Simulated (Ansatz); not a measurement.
```yaml
crystal:
  periodic: [true, true, true]
  atoms:
    - {symbol: F, position_ang: [2.432495, -0.835637, 0.893944]}
    - {symbol: Al, position_ang: [0.876237, -1.186274, 0.534448]}
    - {symbol: Cl, position_ang: [0.098395, -3.089937, 0.771620]}
    - {symbol: Cl, position_ang: [0.430815, -0.368241, -1.523099]}
    - {symbol: Al, position_ang: [-0.876481, 1.186180, -0.535184]}
    - {symbol: F, position_ang: [-2.434251, 0.841559, -0.893920]}
    - {symbol: Cl, position_ang: [-0.092032, 3.087444, -0.769813]}
    - {symbol: Cl, position_ang: [-0.435178, 0.364897, 1.522003]}
basis:
  gaussian: {orbitals: cc-pVTZ-DK}
magnetization: {spin_polarized: true, initial_magnetization: 0}
hamiltonian: {xc: {name: B3LYP5}}
output: {forces: true}
```

```sh
$ ansatz run in.yaml --threads 4 --pin off --events-out ev --progress --plain --max-ram 11315MiB
```

(1) How does Ansatz answer? (Estimate.)

Results:

(1) The calculation gave: The input was rejected before any iteration.
```
Error: YAML parse error: error: line 2 column 3: crystal: missing field `lattice` (a structure is typed as `lattice` and `atoms`, a molecule's as `atoms` in Å alone, or read from a run's directory, `checkpoint`)
 --> <input>:2:3
1 | crystal:
2 |   periodic: [true, true, true]
3 |   atoms:
4 |     - {symbol: F, position_ang: [2.432495, -0.835637, 0.893944]}
```

B3LYP here is the variant with VWN-RPA as its local correlation; programs differ in this.
